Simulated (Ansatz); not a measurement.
Cost and result for the atomization energy of `CO[SiH](F)S[SiH2]Cl` (13 atoms, 12 bonds).

```csv
atom,x (Å),y (Å),z (Å)
C1,-0.423,0.652,1.864
O2,0.241,0.730,0.618
Si3,-0.409,1.171,-0.798
F4,-0.165,2.712,-1.103
S5,0.583,0.107,-2.341
Si6,1.005,-1.666,-1.245
Cl7,-0.687,-2.474,-0.395
H8,-0.130,1.497,2.490
H9,-0.128,-0.277,2.355
H10,-1.511,0.654,1.745
H11,-1.871,0.969,-0.783
H12,1.515,-2.629,-2.246
H13,1.979,-1.445,-0.160
```

Charge 0, multiplicity 1. All single points use the PBE0-D4/def2-TZVP geometry. It is one conformer, not always the lowest. Program: Ansatz. All runs use 2 threads of an AMD EPYC 7R13 on a shared host and a share of an NVIDIA H100 80 GB. Times are those of one run each, without the atoms' runs, and a repeat can differ threefold. Electronic energies, without spin–orbit coupling; frozen cores. CCSD(T)/CBS adds CCSD(T) − MP2 in def2-TZVPP to the MP2 limit, and its time is that of the two runs behind it. T1 = 0.011. B3LYP takes the VWN-RPA correlation (the form of Gaussian; ORCA's B3LYP/G).

CCSD(T)/CBS is a level of theory with its own doubt, some kJ/mol a heavy atom from the limit and from the frozen cores, so smaller differences don't rank the functionals.

```
                             level  functions  wall time
                PBE0-D4/def2-TZVPP        345      3.3 s
r2SCAN-D4/def2-TZVPP (with forces)        345      3.8 s
   PBE-D4/def2-TZVPP (with forces)        345      4.4 s
                 B2PLYP/def2-TZVPP        345      5.5 s
                ωB97X-V/def2-TZVPP        345      7.5 s
 B3LYP-D4/def2-TZVPP (with forces)        345        8 s
  ωB97M-V/def2-TZVPP (with forces)        345        8 s
                    MP2/def2-QZVPP        631       12 s
                CCSD(T)/def2-TZVPP        345       19 s
                 CCSD(T)/CBS(def2)          –       31 s
```

(1) What atomization energy does each give, and how far from CCSD(T)/CBS? (An estimate is asked.)

Results:

(1) Ansatz gave: 
| level | atomization (kcal/mol) | difference from CCSD(T)/CBS | per bond |
| --- | --- | --- | --- |
| PBE0-D4/def2-TZVPP | 1127.4 | -10.3 | -0.9 |
| r2SCAN-D4/def2-TZVPP (with forces) | 1138.0 | 0.3 | 0.0 |
| PBE-D4/def2-TZVPP (with forces) | 1143.8 | 6.1 | 0.5 |
| B2PLYP/def2-TZVPP | 1115.5 | -22.2 | -1.9 |
| ωB97X-V/def2-TZVPP | 1140.9 | 3.2 | 0.3 |
| B3LYP-D4/def2-TZVPP (with forces) | 1126.5 | -11.2 | -0.9 |
| ωB97M-V/def2-TZVPP (with forces) | 1139.5 | 1.8 | 0.1 |
| MP2/def2-QZVPP | 1149.3 | 11.6 | 1.0 |
| CCSD(T)/def2-TZVPP | 1102.3 | -35.4 | -3.0 |
| CCSD(T)/CBS(def2) | 1137.7 | 0.0 | 0.0 |

The D4 term adds +16.6 kcal/mol with B3LYP and +8.9 kcal/mol with PBE0; it sums over pairs of atoms, weighted by their polarisabilities, and B3LYP, whose exchange is more repulsive, gets the larger term. From PBE to PBE0 (25 % exact exchange), in def2-TZVPP and without D4, the atomization energy moves by −15.0 kcal/mol: exact exchange takes away binding that semilocal exchange gives to molecules. In def2-TZVPP, CCSD(T) changes the Hartree–Fock value by +267.0 kcal/mol (the triples alone add +17.4 kcal/mol) and MP2 by +292.8 kcal/mol; breaking electron pairs costs correlation energy, which Hartree–Fock lacks.
